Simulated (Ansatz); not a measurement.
`NB([SeH])CO`, relaxed with RKS PBE0-D4/def2-TZVP in Ansatz from a PBE-D4/def2-SVP geometry. The force threshold is 0.005 eV/Å; the program also tests the step.

The species carries charge 0 and has multiplicity 1.

Start:

```xyz
11

N     0.137    1.324   -0.350
B    -0.277    0.194    0.367
Se   -1.629    0.219    1.804
C     0.414   -1.198   -0.004
O     1.143   -1.146   -1.241
H     0.881    1.201   -1.042
H    -0.188    2.279   -0.216
H    -1.810    1.694    1.825
H    -0.306   -2.052    0.018
H     1.160   -1.437    0.786
H     0.475   -1.077   -1.947
```

```csv
step,energy (eV),largest force (eV/Å),largest move (Å)
1,-70688.0072,0.692,0.000
2,-70688.0459,0.224,0.032
3,-70688.0493,0.100,0.046
4,-70688.0507,0.062,0.030
5,-70688.0509,0.029,0.005
6,-70688.0511,0.010,0.013
7,-70688.0511,0.010,0.004
8,-70688.0512,0.008,0.005
9,-70688.0512,0.004,0.003
```

End:

```xyz
11

N     0.128    1.331   -0.349
B    -0.263    0.202    0.356
Se   -1.598    0.222    1.796
C     0.404   -1.188   -0.003
O     1.147   -1.161   -1.221
H     0.854    1.251   -1.044
H    -0.212    2.263   -0.194
H    -1.781    1.679    1.828
H    -0.323   -2.012   -0.005
H     1.125   -1.443    0.782
H     0.520   -1.145   -1.948
```

Hardware: 4 threads of an Arm Neoverse V2 on a shared host. Wall time 40 s, peak host memory 0.6 GiB.
